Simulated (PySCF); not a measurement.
## Radial density of N⁺ (nitrogen, charge +1)

UHF, [He] 2s1 2p2 3s1, high-spin 5P determinant (an excited configuration). Computed with PySCF 2.14 in aug-cc-pwCVTZ (7s6p4d2f, 59 functions), with the non-relativistic Hamiltonian (point nucleus).

```json
{"r (bohr)": "0.00424", "4πr²ρ (e/bohr)": "0.04324", "4πr²(ρα − ρβ)": "0.0015"}
{"r (bohr)": "0.00713", "4πr²ρ (e/bohr)": "0.1180", "4πr²(ρα − ρβ)": "0.0042"}
{"r (bohr)": "0.0120", "4πr²ρ (e/bohr)": "0.3108", "4πr²(ρα − ρβ)": "0.0109"}
{"r (bohr)": "0.0202", "4πr²ρ (e/bohr)": "0.7859", "4πr²(ρα − ρβ)": "0.0276"}
{"r (bohr)": "0.0339", "4πr²ρ (e/bohr)": "1.834", "4πr²(ρα − ρβ)": "0.0640"}
{"r (bohr)": "0.0571", "4πr²ρ (e/bohr)": "3.772", "4πr²(ρα − ρβ)": "0.1295"}
{"r (bohr)": "0.0960", "4πr²ρ (e/bohr)": "6.248", "4πr²(ρα − ρβ)": "0.2075"}
{"r (bohr)": "0.161", "4πr²ρ (e/bohr)": "7.292", "4πr²(ρα − ρβ)": "0.2410"}
{"r (bohr)": "0.272", "4πr²ρ (e/bohr)": "4.940", "4πr²(ρα − ρβ)": "0.3172"}
{"r (bohr)": "0.457", "4πr²ρ (e/bohr)": "2.279", "4πr²(ρα − ρβ)": "1.1064"}
{"r (bohr)": "0.768", "4πr²ρ (e/bohr)": "2.579", "4πr²(ρα − ρβ)": "2.5168"}
{"r (bohr)": "1.29", "4πr²ρ (e/bohr)": "1.921", "4πr²(ρα − ρβ)": "1.9205"}
{"r (bohr)": "2.17", "4πr²ρ (e/bohr)": "0.4804", "4πr²(ρα − ρβ)": "0.4804"}
{"r (bohr)": "3.66", "4πr²ρ (e/bohr)": "0.3272", "4πr²(ρα − ρβ)": "0.3272"}
{"r (bohr)": "6.15", "4πr²ρ (e/bohr)": "0.05905", "4πr²(ρα − ρβ)": "0.0590"}
{"r (bohr)": "10.3", "4πr²ρ (e/bohr)": "5.805e-05", "4πr²(ρα − ρβ)": "0.0001"}
```

The outer electron is Rydberg-like, and this basis confines it to a smaller radius and binds it less than a complete one would.
